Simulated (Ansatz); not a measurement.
`C=[CH][SnH]([CH3])[F]` + H₂O → `[CH3][SnH]([OH])[F]` + `C=C` at 298.15 K and 1 bar (formal hydrolysis of the Sn–C bond).

Isolated molecules relaxed with PBE0-D4/def2-TZVP in Ansatz; ΔE leaves out vibrations. CBS: MP2 limit from def2 TZ/QZ plus the TZ coupled-cluster correction, frozen cores. This one scheme is used for every species. Elements past krypton have def2 core potentials. For Sn outer-core shells are correlated without core-valence functions, which leaves a few kJ/mol of doubt a bond. One conformer a species, not always the lowest.

```
                species  CCSD(T)/CBS energy (Eh)  H − E (kJ/mol)  S (J/(mol·K))
`C=[CH][SnH]([CH3])[F]`               -432.19683           252.0          386.0
                    H₂O                -76.37941            66.4          188.7
  `[CH3][SnH]([OH])[F]`               -430.11060           173.6          359.7
                  `C=C`                -78.48111           144.6          218.9
```

H − E and S are ideal-gas, rigid-rotor, harmonic terms from PBE0-D4/def2-TZVP, for one conformer and one mirror image of each species. 1 Eh = 2625.50 kJ/mol, R = 8.31446 J/(mol·K).

**Question.** By hand: ΔE, ΔH, ΔS and ΔG.

**Answer.** ΔE = (-430.11060) + (-78.48111) − (-432.19683) − (-76.37941) = -0.01547 Eh = -40.6 kJ/mol. Δ(H − E) = 173.6 + 144.6 − 252.0 − 66.4 = -0.2, so ΔH = -40.8 kJ/mol. ΔS = 359.7 + 218.9 − 386.0 − 188.7 = 3.9 J/(mol·K). ΔG = -40.8 − 298.15 × (3.9)/1000 = -42.0 kJ/mol.

**Question.** By hand: the equilibrium constant, and the temperature at which ΔG would vanish if ΔH and ΔS stayed fixed.

**Answer.** log₁₀ K = −ΔG/(RT ln 10) = 7.4. ΔH and −TΔS have one sign here, so there is no such temperature.

The number of gas molecules stays the same, so ΔS is small and ΔH decides. A doubt of 5 kJ/mol in ΔE shifts log₁₀ K by 0.9 here. Other conformers and mirror images would add mixing entropy, several J/(mol·K) or more a flexible species. Modes under 60 cm⁻¹, often nearly free rotors, make the harmonic entropy too high. These are equilibria of isolated gas molecules and say nothing of rates. Largest T1 diagnostic: 0.013 (customary marks: 0.02 for closed shells, 0.045 for open ones).

ΔS is within the doubt of such terms, so its sign, and with it that verdict, could turn.
